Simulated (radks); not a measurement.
Values are calculated unless marked as measured or tabulated.
Charge is removed step by step from the 4s1/2 level of the niobium ion Nb4+, starting from [Kr] 4d1. Code: a radial shooting solver on a logarithmic mesh with Libxc functionals. Model: Dirac Kohn-Sham, PBEsol, spin-unpolarised, spherical densities, point nucleus; open shells fill j = l - 1/2 first.

removed (e),E - E(0) (eV),eigenvalue (eV),E minus straight line (eV)
0,0.000,-103.32,0.000
0.25,26.389,-107.80,-1.697
0.5,53.902,-112.31,-2.271
0.75,82.550,-116.88,-1.709
1,112.34,-121.49,0.000

Removing the whole electron costs 112.34 eV by Delta-SCF, against 103.32 eV from minus the eigenvalue at the starting occupation. Slater's transition state (half an electron removed) gives 112.31 eV. Integrating minus the eigenvalue over the occupation (Janak's theorem) gives 112.34 eV. The mean slope of the eigenvalue, de/dn, is 18.2 eV per electron.
